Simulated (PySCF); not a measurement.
Relaxation of singlet AlCl3

These are results of PBE0 in PySCF with Al def2-TZVP, Cl def2-TZVP; no relativity; density-fitted integrals, not measurements. A (50,194) grid was used.

A hand-made T-shaped start, of C2v symmetry, held to at least that symmetry:

Coordinates in bohr (charge 0 multiplicity 1):
```
Al    0.0000    0.0000   -1.2060
Cl    0.0000    0.0000    3.0459
Cl    4.2492    0.0000   -1.0577
Cl   -4.2492    0.0000   -1.0577
```

What forces act on the atoms at the start (eV/Å)?


| atom | Fx | Fy | Fz |
| --- | --- | --- | --- |
| Al1 | 0.00 | 0.00 | 4.13 |
| Cl2 | 0.00 | 0.00 | -1.05 |
| Cl3 | -1.83 | 0.00 | -1.54 |
| Cl4 | 1.83 | 0.00 | -1.54 |

What does it relax to?

It ends at D3h with Al–Cl 2.070 Å (×3); Cl–Al–Cl 120.0° (×3) (after a last refinement on a finer grid). A frequency run shows a minimum. Other isomers or separated fragments may lie lower.

How much energy is released, and in how many steps?

230.5 kJ/mol in 7 steps.
